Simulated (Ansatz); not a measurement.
Computed with Ansatz on PBE0-D4/def2-TZVP structures; ΔE is electronic, products minus reactants. CCSD(T)/CBS adds triple-zeta CCSD(T) − MP2 to the extrapolated MP2 energy (def2 sets, frozen cores). This one scheme is used for every species, atoms too. For atomizations the MP2-based limit and the directly extrapolated one differ by several kJ/mol either way, and by 10 to 25 for some Ge, Se and Sn compounds, so smaller differences from it don't rank the levels. Functionals use def2-TZVPP. Open shells (•) are unrestricted, without spin–orbit coupling. Spin–orbit coupling would lower the free atoms: a little for C. For Zn outer-core shells are correlated without core-valence functions, so the limit isn't a true one: a few kJ/mol of doubt a bond, and 10 to 20 or more in all where bonds break to atoms. Scalar relativity is left out up to krypton. Each species was taken in one conformer, which may not be the lowest.

Reaction (atomization): `C=[CH][Zn][CH]=C` → 4 C• + 6 H• + Zn (atom)

```tsv
level	ΔE (kJ/mol)	difference from CCSD(T)/CBS
BLYP-D4	4162.9	-6.1
PBE0-D4	4213.4	44.4
r2SCAN0-D4	4143.2	-25.8
BHLYP-D4	4054.5	-114.5
CAM-B3LYP	4173.9	4.9
CCSD(T)/def2-TZVPP	4080.2	-88.8
HF/def2-QZVPP	3093.0	-1076.0
HF/CBS(def2)	3094.0	-1075.0
MP2/CBS(def2)	4246.7	77.7
CCSD/CBS(def2)	4100.0	-69.0
CCSD(T)/CBS	4169.0	0
```

Largest T1 diagnostic among the species: 0.017.

In def2-TZVPP, CCSD(T) changes the Hartree–Fock value by +993.2 kJ/mol (the triples alone add +69.0 kJ/mol) and MP2 by +1070.8 kJ/mol; breaking electron pairs costs correlation energy, which Hartree–Fock lacks. At CCSD(T), def2-SVP lies −162.6 kJ/mol from the extrapolated value and def2-TZVPP −88.8 kJ/mol: correlation converges slowly with the basis, and small sets miss more of it in the bonded molecule than in its fragments.
